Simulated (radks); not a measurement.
Values are calculated unless marked as measured or tabulated.
Charge is removed step by step from the 4p down level of neutral cadmium, starting from [Ar] 3d10 4s2 4p(up 3, down 3) 4d10 5s2. Code: a radial shooting solver on a logarithmic mesh with Libxc functionals. Model: non-relativistic Kohn-Sham, PBE, spin-polarised, spherical densities, point nucleus; relativity is left out, which matters for an element this heavy.

removed (e)  E - E(0) (eV)  eigenvalue (eV)  E minus straight line (eV)
0                    0.000          -65.173                       0.000
0.25                16.710          -68.539                      -1.329
0.5                 34.283          -72.063                      -1.795
0.75                52.754          -75.726                      -1.363
1                   72.156          -79.511                       0.000

Removing the whole electron costs 72.156 eV by Delta-SCF, against 65.173 eV from minus the eigenvalue at the starting occupation. Slater's transition state (half an electron removed) gives 72.063 eV. Integrating minus the eigenvalue over the occupation (Janak's theorem) gives 72.156 eV. The mean slope of the eigenvalue, de/dn, is 14.3 eV per electron.
